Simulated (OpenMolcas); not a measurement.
**Fe IV: CASPT2 settings compared**

```yaml
Program: OpenMolcas
Basis: ANO-L-VQZP [7s6p4d3f2g]
Scalar_Hamiltonian: non-relativistic, point nucleus
Active_space: 5 electrons in 5 orbitals (3d)
State_averaging: 2S+1 = 6 even, 1 root; 2S+1 = 4 even, 24 roots; 2S+1 = 2 even, 52 roots
Spin-orbit_coupling: RASSI with atomic mean-field integrals over the reference wave functions, term energies averaged over their components
```

Methods on the same reference wave functions:
A. CASSCF
B. SS-CASPT2, IPEA 0.1 Eh, imaginary shift 0.25 Eh (closed shells correlated: none)
C. SS-CASPT2, IPEA 0.2 Eh, sigma2 regulariser 0.3 Eh (closed shells correlated: none)
D. SS-CASPT2, IPEA 0 Eh, real shift 0.4 Eh (closed shells correlated: 3s 3p)
E. MS-CASPT2, IPEA 0.1 Eh, imaginary shift 0.25 Eh (closed shells correlated: none)
F. MS-CASPT2, IPEA 0 Eh, real shift 0.4 Eh (closed shells correlated: 3s 3p)

Energies in cm-1 above 3d5 6S 5/2, the measured ground level; measured values from Corliss and Sugar, J. Phys. Chem. Ref. Data 11, 135 (1982).

```csv
Level,A,B,C,D,E,F,Measured
3d5 6S 5/2,0.0,0.0,0.0,0.0,0.0,0.0,0.0
3d5 4G 5/2,37765,35290,35310,33410,35290,33410,
3d5 4G 7/2,37790,35320,35340,33440,35320,33440,
3d5 4G 11/2,37795,35320,35350,33450,35320,33450,32246
3d5 4G 9/2,37805,35330,35360,33460,35330,33460,
3d5 4P 5/2,43456,38430,38470,36620,38430,36620,35254
3d5 4P 3/2,43525,38490,38530,36690,38490,36690,35333
3d5 4P 1/2,43621,38570,38610,36790,38570,36790,35407
3d5 4D 7/2,46922,42710,42750,40030,42710,40030,38779
3d5 4D 1/2,47003,42790,42820,40110,42790,40110,38897
3d5 4D 3/2,47076,42850,42880,40190,42850,40190,
3d5 4D 5/2,47097,42860,42890,40210,42860,40210,
3d5 2I 11/2,53713,51390,51450,48900,51390,48900,
3d5 2I 13/2,53772,51460,51530,48970,51460,48970,
3d5 2D 5/2 [70 %],60366,54500,54600,51360,54490,51360,49542
3d5 2D 3/2,60971,55080,55170,51870,55080,51870,50051
3d5 2F 7/2(1),62183,56340,56440,53480,56350,53370,51394
3d5 4F 9/2,63175,57000,57040,54680,57000,54680,52621
3d5 4F 7/2,63228,57050,57090,54730,57040,54740,52695
3d5 4F 3/2,63407,57240,57280,54890,57240,54890,
```

Deviations, from unrounded energies. A percentage is the sum of absolute deviations over the sum of measured energies, with the sign that they share, or ± where signs differ.

```csv
Against measurement,Levels,A,B,C,D,E,F
mean absolute deviation (cm-1),11,9100,4000,4100,1600,4000,1600
other terms of the ground configuration (%),11,+21.2,+9.3,+9.5,+3.7,+9.3,+3.7
```

D, F lie about equally close to measurement and A furthest from it. The largest miss of F in the table is 3d5 4F 9/2, by +2100 cm-1. The ranking rests on the paired levels alone, and a cruder setting can come out closer through cancelling errors.

Among B to F the level of the table that moves most is 3d5 2D 3/2, by 3300 cm-1 (lowest in D, highest in C). Moves below CASPT2's spread within the term are not significant.

The two smallest mean deviations differ by little beside CASPT2's spread within terms, so their order carries little weight.

From A to B the spin-free energies of the other terms of 3d5 shown, above 6S, scale by factors of 0.88 to 0.96, as is usual when dynamic correlation screens the repulsion within a d or f shell.

The lowest spin-free term lies below A's lowest term by 0.078 hartree in B, 0.077 hartree in C, 0.436 hartree in D, 0.078 hartree in E, 0.436 hartree in F.

Term energies are means over components that CASPT2 splits; among the terms shown or strongly mixed into the levels shown the widest spread is 180 cm-1 (3d5 2I, E). Without dynamic correlation excited terms often stand tens of per cent too high (terms of higher spin than the ground term too low), and those without a measured partner can miss by more than the paired ones (holds for A). Computed and measured levels are paired by configuration, term and J; levels that our copy of the source lacks, or whose pairing is in doubt (as where it misses far off the trend of its configuration), stay unpaired and out of the deviations. Levels of configurations outside the active space are missing. The table leaves out levels that lie high or whose names do not pair safely across all columns.

A share in square brackets marks a mixed level and gives the weight of the term that names it, the lowest over the columns. A number in round brackets counts repeated terms of one configuration in the order of the reference energies.
